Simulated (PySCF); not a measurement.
**¹⁹F chemical shifts**

Computed data (PySCF 2.14): structure optimised with GFN2-xTB, shieldings: GIAO PBE0/pcSseg-1. Non-relativistic, in vacuum, one averaged value for each set of equivalent atoms, a single conformation.

Shieldings were converted by a linear fit to measured shifts: ¹⁹F (scatter 6.0 ppm rms, 7.0 ppm with the 5 outliers that the fit left out vs CFCl3, solution or neat liquid, with a term for F on sp3 carbon). A few per cent of atoms miss by over 2 rms, more outside the fitted compound classes.

(1) Give the ¹⁹F shifts of `C[SiH2]/C(C=O)=C/C(F)(F)F`, `O=CC/C([SiH3])=C/C(F)(F)F`.

(2) Match the shifts -59.2, -93.4, -106.7 ppm to `Cc1cpc([SiH3])cc1F`, `CC(=O)/C([SiH3])=C\C(F)(F)F`, `Cc1cpcc([SiH3])c1F`.

Answers

(1) 
```json
{"compound": "C[SiH2]/C(C=O)=C/C(F)(F)F", "environment": "fluorine of a CF3 group (×3)", "δ (ppm)": "-54.5"}
{"compound": "O=CC/C([SiH3])=C/C(F)(F)F", "environment": "fluorine of a CF3 group (×3)", "δ (ppm)": "-59.2"}
```

(2) -59.2: CC(=O)/C([SiH3])=C\C(F)(F)F (fluorine of a CF3 group); -93.4: Cc1cpcc([SiH3])c1F (aryl fluorine); -106.7: Cc1cpc([SiH3])cc1F (aryl fluorine).
